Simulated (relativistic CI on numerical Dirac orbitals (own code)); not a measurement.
## One change at a time: In24+

Base calculation: Dirac-Coulomb-Breit CI, separate exchange-only KLI orbitals for each configuration, a model potential for QED, unscaled Slater integrals.

CI space (outside the closed core [Ne]): 3s2 3p6 3d7, 3s2 3p5 3d8, 3s2 3p4 3d9, 3s 3p6 3d8, 3p6 3d9, 3s 3p5 3d9, 3s2 3p6 3d6 4s, 3s2 3p6 3d6 4p, 3s2 3p6 3d6 4d, 3s2 3p4 3d8 4s, 3s2 3p6 3d6 4f, 3s2 3p5 3d7 4s, 3s2 3p4 3d8 4p, 3s2 3p6 3d5 4s2, 3s2 3p5 3d7 4p, 3s2 3p6 3d6 5s. Levels of other configurations are missing.

Variants: (1) P86 correlation estimate; (2) Breit term removed; (3) one mean potential for all configurations. Shifts of the energy above 3s2 3p6 3d7 4F_9/2, in cm⁻¹, for the lowest level and the first level of each name with at least 55 % of one term (blank where a level changes its place among those of its configuration and J or its character, or is not in the variant):

| Level | Base | Δ(1) | Δ(2) | Δ(3) |
| --- | --- | --- | --- | --- |
| 3s2 3p6 3d7 4F_9/2 | 0 | 0 | 0 | 0 |
| 3s2 3p6 3d7 4F_7/2 | 55596 | 0 | +1191 | +50 |
| 3s2 3p6 3d7 4P_5/2 | 102816 | +3 | +398 | +32 |
| 3s2 3p6 3d7 2G_9/2 | 103708 | -1 | +1845 | +14 |
| 3s2 3p6 3d7 4P_1/2 | 118853 | +5 | +307 | +24 |
| 3s2 3p6 3d7 2H_11/2 | 138439 | -3 | +3486 | +11 |
| 3s2 3p6 3d7 2G_7/2 | 142830 | 0 | +2312 | +28 |
| 3s2 3p6 3d7 2D_5/2 | 163952 | +4 | +2053 | +56 |
| 3s2 3p6 3d7 2P_1/2 | 188916 | +6 | +2651 | +73 |
| 3s2 3p6 3d7 2F_5/2 | 195809 | +4 | +287 | -20 |
| 3s2 3p6 3d7 2H_9/2 | 196288 | -2 | +4793 | +62 |
| 3s2 3p6 3d7 2F_7/2 | 231215 | +3 | +3404 | +28 |
| 3s2 3p6 3d7 2D_3/2 | 231911 | +5 | +2559 | +56 |
| 3s2 3p5 3d8 4G°_11/2 | 1571695 | +1418 | +6170 | -523 |
| 3s2 3p5 3d8 2F°_7/2 | 1626979 | +1425 | +4851 | -516 |
| 3s2 3p5 3d8 2D°_5/2 | 1628742 | +1427 | +4327 | -513 |
| 3s2 3p5 3d8 4G°_9/2 | 1653915 | +1424 | +6947 | -508 |
| 3s2 3p5 3d8 2S°_1/2 | 1706072 | +1432 | +4536 | -507 |
| 3s2 3p5 3d8 2D°_3/2 | 1718497 | +1429 | +5661 | -508 |
| 3s2 3p5 3d8 4P°_5/2 | 1747591 | +1427 | +6133 | -518 |
| 3s2 3p5 3d8 2G°_7/2 | 1780874 | +1429 | +8425 | -498 |
| 3s2 3p5 3d8 2H°_11/2 | 1802900 | +1423 | +8512 | -515 |

At this charge energies of transitions that change n are usually good to better than 1 %, and those within a shell (Δn = 0) to a few per cent. Terms inside the open d or f shell come out 10 to 20 % too wide with unscaled integrals.

Ionisation energy from the two ground configurations alone: base 1255.55 eV; P86 correlation estimate 1257.53 eV; Breit term removed 1255.92 eV. The NIST ASD value (theoretical) is 1255 eV.

LS names give the leading component of a level, which can be under half, so a name can repeat, a term be missing and a line seem to break the LS rules.
